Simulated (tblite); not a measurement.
Compound: C2H13FSi5.
Atom-mapped SMILES: `[CH3:1][CH2:2][Si@@H:3]1[SiH2:4][SiH2:5][Si@@H:6]([F:7])[SiH2:8]1` (hydrogens: H9, H10, H11 on C1; H12, H13 on C2; H14 on Si3; H15, H16 on Si4; H17, H18 on Si5; H19 on Si6; H20, H21 on Si8)

Computed with GFN2-xTB (tblite), gas phase: L-BFGS steps from a force-field or distance-geometry start until the largest atomic force falls under 0.01 eV/Å.

The end geometry, which sets the zero of energy:
```
atom  x, y, z in Å
C1      1.8426   -1.0008   -1.0582
C2      2.3460    0.1466   -0.1943
Si3     0.9191    1.0223    0.7339
Si4    -0.2134   -0.5950    2.0114
Si5    -2.0201   -1.2996    0.7004
Si6    -2.4370    0.4428   -0.7962
F7     -3.6246    1.3240   -0.1057
Si8    -0.5784    1.8563   -0.8744
H9      1.3319   -1.7476   -0.4512
H10     2.6655   -1.4935   -1.5741
H11     1.1439   -0.6389   -1.8116
H12     2.8760    0.8614   -0.8256
H13     3.0785   -0.2386    0.5165
H14     1.5804    2.0763    1.5282
H15     0.6438   -1.7118    2.4359
H16    -0.6774   -0.0182    3.2811
H17    -3.1955   -1.7184    1.4724
H18    -1.6549   -2.5043   -0.0634
H19    -3.0967    0.1174   -2.0626
H20     0.0026    1.8782   -2.2267
H21    -0.9412    3.2584   -0.6362
```

**Question.** These geometries come from the run, each turned onto the end geometry. Order them by energy, lowest first.
A.
```
atom  x, y, z in Å
C1      2.7733   -0.1370   -1.1829
C2      2.4514    0.3964    0.2106
Si3     0.5866    0.6505    0.5313
Si4    -0.2976   -1.2796    1.4974
Si5    -2.5853   -0.8201    1.3160
Si6    -2.7774    0.6879   -0.4306
F7     -3.1130    2.1232    0.2134
Si8    -0.7079    0.7977   -1.4133
H9      1.9067   -0.4762   -1.7318
H10     3.4130   -1.0004   -1.1085
H11     3.2503    0.6069   -1.8038
H12     2.9541    1.3396    0.3574
H13     2.8070   -0.3039    0.9526
H14     0.3079    1.8153    1.3811
H15    -0.0012   -2.4001    0.5903
H16     0.1565   -1.4867    2.8580
H17    -3.0690   -0.2860    2.5833
H18    -3.2592   -2.0485    0.9210
H19    -3.7981    0.2796   -1.3817
H20    -0.5760   -0.4428   -2.1877
H21    -0.4310    2.0014   -2.1726
```
B.
```
atom  x, y, z in Å
C1      2.4987   -0.7929   -1.0528
C2      2.4974    0.3827   -0.0877
Si3     0.7647    0.7920    0.6102
Si4    -0.2938   -0.9741    1.7533
Si5    -2.4846   -1.1101    0.9373
Si6    -2.7490    0.6111   -0.6145
F7     -3.5489    1.8308    0.1180
Si8    -0.6554    1.4976   -1.1222
H9      2.1227   -1.6916   -0.5692
H10     3.5077   -1.0010   -1.4077
H11     1.8732   -0.5829   -1.9188
H12     2.8951    1.2616   -0.5993
H13     3.1816    0.1717    0.7353
H14     1.0367    1.8793    1.5726
H15     0.4242   -2.2551    1.6419
H16    -0.3046   -0.7377    3.2050
H17    -3.4862   -1.0774    2.0078
H18    -2.7417   -2.3946    0.2676
H19    -3.6794    0.3235   -1.7064
H20    -0.2215    0.9382   -2.4130
H21    -0.6459    2.9460   -1.3577
```
C.
```
atom  x, y, z in Å
C1      2.8759   -0.1785   -1.2096
C2      2.5319    0.3935    0.1711
Si3     0.6516    0.6229    0.4939
Si4    -0.3697   -1.2287    1.5389
Si5    -2.6726   -0.9055    1.2991
Si6    -2.8669    0.5837   -0.4885
F7     -3.2347    2.0202    0.1946
Si8    -0.7320    0.8995   -1.3763
H9      2.0111   -0.6482   -1.6778
H10     3.6629   -0.9275   -1.1462
H11     3.2294    0.6069   -1.8755
H12     3.0345    1.3544    0.2993
H13     2.9297   -0.2606    0.9510
H14     0.6206    1.8034    1.3836
H15     0.0201   -2.4496    0.8103
H16     0.0632   -1.5065    2.9116
H17    -3.2532   -0.3284    2.5169
H18    -3.4118   -2.1574    1.0980
H19    -4.0349    0.4717   -1.3632
H20    -0.4972   -0.2255   -2.3023
H21    -0.5667    2.0772   -2.2292
```
D.
```
atom  x, y, z in Å
C1      1.9496   -1.0078   -1.0217
C2      2.3710    0.1780   -0.1654
Si3     0.8805    1.0080    0.7016
Si4    -0.2450   -0.6261    1.9646
Si5    -2.0540   -1.3161    0.6503
Si6    -2.5288    0.5127   -0.7173
F7     -3.5239    1.4385    0.1895
Si8    -0.5931    1.7990   -0.9528
H9      1.4590   -1.7682   -0.4157
H10     2.8113   -1.4670   -1.5047
H11     1.2551   -0.6960   -1.8002
H12     2.8898    0.9037   -0.7934
H13     3.0963   -0.1602    0.5759
H14     1.4740    2.0880    1.5153
H15     0.6167   -1.7393    2.3907
H16    -0.7187   -0.0542    3.2323
H17    -3.2060   -1.8204    1.4053
H18    -1.6645   -2.4563   -0.1969
H19    -3.3876    0.3211   -1.8876
H20    -0.0402    1.6376   -2.3082
H21    -0.8503    3.2418   -0.8619
```
E.
```
atom  x, y, z in Å
C1      2.8666   -0.2973   -1.2181
C2      2.5408    0.2931    0.1473
Si3     0.6705    0.5805    0.4555
Si4    -0.3642   -1.1702    1.6351
Si5    -2.6580   -0.9125    1.2449
Si6    -2.8531    0.5900   -0.5288
F7     -3.3202    1.9985    0.1508
Si8    -0.7242    1.0407   -1.3819
H9      2.3937   -1.2689   -1.3479
H10     3.9405   -0.4257   -1.3430
H11     2.5123    0.3622   -2.0084
H12     3.0715    1.2403    0.2618
H13     2.9213   -0.3697    0.9276
H14     0.6416    1.7792    1.3269
H15     0.0788   -2.4920    1.1629
H16    -0.0061   -1.1895    3.0595
H17    -3.3588   -0.4697    2.4560
H18    -3.3177   -2.1862    0.9293
H19    -3.9784    0.4026   -1.4484
H20    -0.4917    0.1320   -2.5159
H21    -0.5741    2.3795   -1.9655
```

**Answer.** D (0.004 eV), B (0.044 eV), E (0.119 eV), C (0.252 eV), A (0.631 eV).

In the order of the answer:

```tsv
step	E above end (eV)	largest force (eV/Å)	rms force component (eV/Å)	rms distance from end (Å)	rms bond change (Å)	bond most changed (Å)
215	0.004	0.02	0.005	0.166	0.001	Si5–Si6 -0.002
121	0.044	0.06	0.018	0.714	0.002	Si6–Si8 -0.007
64	0.119	0.08	0.024	1.269	0.002	Si3–H14 +0.006
28	0.252	0.12	0.038	1.443	0.004	C1–C2 +0.012
4	0.631	0.75	0.252	1.481	0.016	Si6–Si8 -0.043
```

The cost below is that of the whole relaxation. Time: 3.8 s. Hardware: an Arm Neoverse V1 with one thread (shared host).
